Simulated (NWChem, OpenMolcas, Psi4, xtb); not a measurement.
## A ladder of methods for LiI (SMILES [Li][I])

The species is LiI (2 atoms), meant as a singlet with charge 0. SMILES: `[Li][I]`. Geometry: the measured bond length.

```xyz
2

Li    0.0000    0.0000    0.0000
I     0.0000    0.0000    2.3919
```

Each level gives the dipole moment (D). The values are calculated.

| level | kind | program | value (D) | CPU time |
| --- | --- | --- | --- | --- |
| GFN0-xTB | semi-empirical | xtb | 10.93 | under 2 s |
| HF/def2-TZVPPD (core potential) | Hartree–Fock | Psi4 | 7.65 | 11 s |
| SVWN5/def2-TZVPPD (core potential) | LDA | OpenMolcas | 7.08 | 7.1 s |
| PBE/def2-TZVPPD (core potential) | GGA | OpenMolcas | 7.05 | 9.5 s |
| M06-L/def2-TZVPPD (core potential) | meta-GGA | OpenMolcas | 7.23 | 12 s |
| PBE0/def2-TZVPPD (core potential) | global hybrid | OpenMolcas | 7.26 | 9.2 s |
| CAM-B3LYP/def2-TZVPPD (core potential) | range-separated hybrid | NWChem | 7.32 | 39 s |

The values span 7.05 to 10.93 D. Times are those of the runs behind each value, whatever else they computed, on shared processors of several kinds: orders of magnitude only.
